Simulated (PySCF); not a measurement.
## Substituent chemical shifts

Parent skeleton `[CH2:1]1[O:2][CH2:3][SiH2:4]1`; one hydrogen on atom 1 is replaced by X. Hydrogens on one atom are averaged.

PySCF 2.14.0 with density-fitted response routines calculation with coordinates at the GFN2-xTB level and PBE0/pcSseg-1 with gauge-including orbitals; equivalent nuclei averaged, relativity neglected, no solvent model, single conformer.

Scale: TMS for ¹³C (σ = 186.93 ppm), ²⁹Si (σ = 349.16 ppm), ¹H (σ = 31.72 ppm); ¹⁷O (σ = 336.08 ppm) against H2O (reference shieldings calculated alike).

Parent (X = H): C1 65.5, O2 21.8, C3 65.5, Si4 -24.7, H(C1) 4.69, H(C3) 4.69, H(Si4) 5.26 ppm. Effects are Δδ = δ(X) − δ(H), positive for deshielding.

**Question.** Order these by the shift of C1, most shielded first.
A. X = OCF3
B. X = CH3
C. X = nPr
D. X = isopropenyl
E. X = CHCl2
F. X = COOCH3

**Answer.** B (+10.7 ppm), F (+13.6 ppm), C (+15.2 ppm), D (+19.6 ppm), E (+24.2 ppm), A (+44.2 ppm).

**Question.** Order these by the shift of H(C1), most shielded first.
A. X = isopropenyl
B. X = 2-thienyl
C. X = COOCH3
D. X = CHCl2
E. X = SO3H
F. X = SOCH3

**Answer.** D (-0.06 ppm), C (+0.24 ppm), E (+0.36 ppm), A (+0.70 ppm), B (+1.22 ppm), F (+1.57 ppm).

**Question.** Order these by the shift of Si4, most shielded first.
A. X = nPr
B. X = COOCH3
C. X = SO3H
D. X = SOCH3
E. X = isopropenyl
F. X = 2-thienyl

**Answer.** D (-10.0 ppm), A (+1.8 ppm), C (+3.5 ppm), E (+5.4 ppm), F (+8.1 ppm), B (+11.0 ppm).

Experimental scales use liquid or dissolved standards, which lie at an offset from isolated H2O (liquid H2O: subtract about 36 ppm).
